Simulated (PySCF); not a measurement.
Ge(NH2)(SiH3) (GeH5NSi), SMILES [NH2][Ge][SiH3] (connectivity only; charge and spin as stated), neutral, multiplicity 1.

Geometry optimised at PBE-D3(BJ)/def2-SVP. Other conformers were not sampled.

Method: PBE-D3(BJ)/def2-SVP (PySCF).

Frequencies are harmonic and unscaled.

**Question.** Estimate the vibrational spectrum. (Estimate from the structure and the level; the computed values follow.)

**Answer.** 
```json
[
 {"mode": "1", "ν (cm⁻¹)": "64", "IR (km/mol)": "0.0", "Raman (Å⁴/amu)": "0.3", "depolarisation": "0.75", "moving atoms (share of kinetic energy)": "H 91 %"},
 {"mode": "2", "ν (cm⁻¹)": "156", "IR (km/mol)": "3.4", "Raman (Å⁴/amu)": "1.0", "depolarisation": "0.50", "moving atoms (share of kinetic energy)": "N 45 %, H 32 %, Si 12 %, Ge 11 %"},
 {"mode": "3", "ν (cm⁻¹)": "290", "IR (km/mol)": "8.8", "Raman (Å⁴/amu)": "22.5", "depolarisation": "0.30", "moving atoms (share of kinetic energy)": "Si 62 %, Ge 27 %, H 10 %"},
 {"mode": "4", "ν (cm⁻¹)": "333", "IR (km/mol)": "6.9", "Raman (Å⁴/amu)": "12.5", "depolarisation": "0.75", "moving atoms (share of kinetic energy)": "H 93 %"},
 {"mode": "5", "ν (cm⁻¹)": "445", "IR (km/mol)": "15.3", "Raman (Å⁴/amu)": "13.0", "depolarisation": "0.66", "moving atoms (share of kinetic energy)": "H 79 %, Si 15 %"},
 {"mode": "6", "ν (cm⁻¹)": "513", "IR (km/mol)": "173.9", "Raman (Å⁴/amu)": "1.7", "depolarisation": "0.75", "moving atoms (share of kinetic energy)": "H 81 %, N 19 %"},
 {"mode": "7", "ν (cm⁻¹)": "581", "IR (km/mol)": "13.2", "Raman (Å⁴/amu)": "0.4", "depolarisation": "0.75", "moving atoms (share of kinetic energy)": "H 95 %"},
 {"mode": "8", "ν (cm⁻¹)": "677", "IR (km/mol)": "42.3", "Raman (Å⁴/amu)": "18.6", "depolarisation": "0.32", "moving atoms (share of kinetic energy)": "N 69 %, Ge 16 %, H 14 %"},
 {"mode": "9", "ν (cm⁻¹)": "739", "IR (km/mol)": "46.5", "Raman (Å⁴/amu)": "2.7", "depolarisation": "0.64", "moving atoms (share of kinetic energy)": "H 81 %, N 17 %"},
 {"mode": "10", "ν (cm⁻¹)": "823", "IR (km/mol)": "213.7", "Raman (Å⁴/amu)": "4.1", "depolarisation": "0.74", "moving atoms (share of kinetic energy)": "H 91 %, Si 9 %"},
 {"mode": "11", "ν (cm⁻¹)": "896", "IR (km/mol)": "27.4", "Raman (Å⁴/amu)": "34.6", "depolarisation": "0.75", "moving atoms (share of kinetic energy)": "H 98 %"},
 {"mode": "12", "ν (cm⁻¹)": "901", "IR (km/mol)": "25.6", "Raman (Å⁴/amu)": "35.6", "depolarisation": "0.74", "moving atoms (share of kinetic energy)": "H 98 %"},
 {"mode": "13", "ν (cm⁻¹)": "1477", "IR (km/mol)": "19.2", "Raman (Å⁴/amu)": "12.9", "depolarisation": "0.62", "moving atoms (share of kinetic energy)": "H 90 %, N 10 %"},
 {"mode": "14", "ν (cm⁻¹)": "2091", "IR (km/mol)": "103.3", "Raman (Å⁴/amu)": "209.7", "depolarisation": "0.07", "moving atoms (share of kinetic energy)": "H 98 %"},
 {"mode": "15", "ν (cm⁻¹)": "2123", "IR (km/mol)": "96.2", "Raman (Å⁴/amu)": "182.0", "depolarisation": "0.28", "moving atoms (share of kinetic energy)": "H 97 %"},
 {"mode": "16", "ν (cm⁻¹)": "2128", "IR (km/mol)": "101.7", "Raman (Å⁴/amu)": "147.0", "depolarisation": "0.75", "moving atoms (share of kinetic energy)": "H 96 %"},
 {"mode": "17", "ν (cm⁻¹)": "3444", "IR (km/mol)": "13.8", "Raman (Å⁴/amu)": "207.0", "depolarisation": "0.18", "moving atoms (share of kinetic energy)": "H 96 %"},
 {"mode": "18", "ν (cm⁻¹)": "3556", "IR (km/mol)": "33.3", "Raman (Å⁴/amu)": "93.7", "depolarisation": "0.68", "moving atoms (share of kinetic energy)": "H 91 %, N 9 %"}
]
```
